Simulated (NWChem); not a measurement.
Molecule: SiN$_{2}$H$_{5}$Br; SMILES N[SiH](N)Br

```xyz
9

Si     0.0199    -0.9458     0.3932
N     -1.4762    -1.4686    -0.2623
N      1.2546    -1.9019    -0.3136
Br     0.0444     1.2879    -0.0461
H      0.2539    -1.0191     1.8550
H     -2.2775    -0.8526    -0.2943
H     -1.7371    -2.4459    -0.2126
H      1.3073    -1.9953    -1.3216
H      2.1734    -1.9310     0.1127
```
Atoms are numbered in this order, from 1.

All runs: NWChem. All runs use the structure optimised with B3LYP/6-31G* (spherical d). Ions are spin-unrestricted doublets at the neutral geometry; other ion states weren't tried.

```json
[
 {"level": "B3LYP/aug-cc-pVDZ", "vertical ionisation energy, ΔSCF (eV)": "[?]", "−ε(HOMO) (eV)": "[?]", "ΔSCF minus −ε(HOMO) (eV)": "[?]"},
 {"level": "PBE/aug-cc-pVDZ", "vertical ionisation energy, ΔSCF (eV)": "9.23", "−ε(HOMO) (eV)": "6.39", "ΔSCF minus −ε(HOMO) (eV)": "2.84"},
 {"level": "Hartree-Fock/aug-cc-pVDZ", "vertical ionisation energy, ΔSCF (eV)": "8.92", "−ε(HOMO) (eV)": "10.90", "ΔSCF minus −ε(HOMO) (eV)": "-1.98"}
]
```

Problem. What belongs in the gaps?

Solution. 
- B3LYP/aug-cc-pVDZ, vertical ionisation energy, ΔSCF (eV): 9.64
- B3LYP/aug-cc-pVDZ, −ε(HOMO) (eV): 7.51
- B3LYP/aug-cc-pVDZ, ΔSCF minus −ε(HOMO) (eV): 2.13
